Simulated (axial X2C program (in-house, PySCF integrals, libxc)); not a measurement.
Which molecule has these constants?

Calculated with an in-house relativistic program for diatomic molecules, spin-free (one-electron X2C) or two-component (2c: spin–orbit coupling with atomic mean-field Coulomb and Gaunt terms, which also bring small scalar terms), in Dyall basis sets with cores contracted in-house; open shells are unrestricted.

A two-component PBE0 calculation in a Dyall 3-zeta basis gave Re = 2.100 Å, ωe = 478.6 cm⁻¹, De = 2.85 eV, dipole magnitude 0.18 D, Ω = 0.

Question: Which molecule is it?
A. PdSi
B. RhSi
C. YSi
D. ZrSi
E. SiTe

Answer: A. The others have SiTe 2.276 Å and 491.6 cm⁻¹ (Ω = 0); RhSi 2.031 Å and 552.2 cm⁻¹ (Ω = 1/2); YSi 2.660 Å and 313.0 cm⁻¹ (Ω = 3/2); ZrSi 2.517 Å and 369.8 cm⁻¹ (Ω = 4).

Each entry is the lowest single determinant of a limited PBE0 search at one distance. De goes to single-determinant-based atoms at the same level (for ions the charge split of lowest energy) and is withheld (n/a) where an atom does not fit its ground term or J level. Main or longest-lived isotopes. One determinant is a doubtful description, or other states lie close, for PdSi, RhSi, YSi, ZrSi; these need not be ground states, and all values refer to the states named. Some open-shell Ω = 0 determinants are out of reach, so the Ω given for ZrSi need not be the lowest component. With several unpaired electrons the Ω given is that of one determinant, not necessarily of the lowest component. Some light 2c atoms are not at their ground J level, so De misses part of their lowering (0.04 eV or less). The functionals have no current term, which raises determinants with orbital currents.
